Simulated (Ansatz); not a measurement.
Pulling on the Sn1–F3 bond in FHSn (SMILES [F][SnH]) (multiplicity 1 held, fragments rigid). Energies count from the point at 1.961 Å.
Geometry at that point (charge 0, multiplicity 1):
```xyz
3

Sn    -0.0910    -0.1737     0.2189
H     -1.0351    -1.0891    -1.0004
F      0.6204     1.0860    -1.1050
```

Active spaces are followed from a long bond inwards. Levels need not reach the same state.

Correlated levels freeze the cores. Filled d and f shells under p-block atoms count as core.

The values were computed with Ansatz (an electronic-structure program).  In def2 rows elements past Kr take small-core potentials, without spin–orbit coupling.

### Question
What is the computed energy at R = 6.275 Å (FIC-MRCISD+Q on CASSCF(6,4)/def2-SVP)?

### Answer
435 kJ/mol

### Question
What is the computed energy at R = 6.275 Å (CASSCF(6,4)/def2-SVP)?

### Answer
364 kJ/mol

Doubts at one or more of the structures used: active orbitals that take no part (CASSCF(6,4)/def2-SVP, FIC-MRCISD+Q on CASSCF(6,4)/def2-SVP).
